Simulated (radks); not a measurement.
Problem. P II, configuration [Ne] 3s2 3p2 (the NIST ground configuration). All-electron calculation, non-relativistic Kohn-Sham, PBEsol, spin-unpolarised, spherical densities, point nucleus. Program: a radial shooting solver on a logarithmic mesh with Libxc functionals. Some entries of the table are withheld. Estimate them.

orbital,occ.,eigenvalue (eV),<1/r> (bohr^-1)
1s,2,(1),(2)
2s,2,-183.2633,(3)
2p,6,-134.9872,(4)
3s,2,-23.1467,(5)
3p,2,(6),0.6298

Solution. 
(1) 1s eigenvalue (eV): -2084.768
(2) 1s <1/r> (bohr^-1): 14.55
(3) 2s <1/r> (bohr^-1): 2.803
(4) 2p <1/r> (bohr^-1): 2.705
(5) 3s <1/r> (bohr^-1): 0.7479
(6) 3p eigenvalue (eV): -14.1924
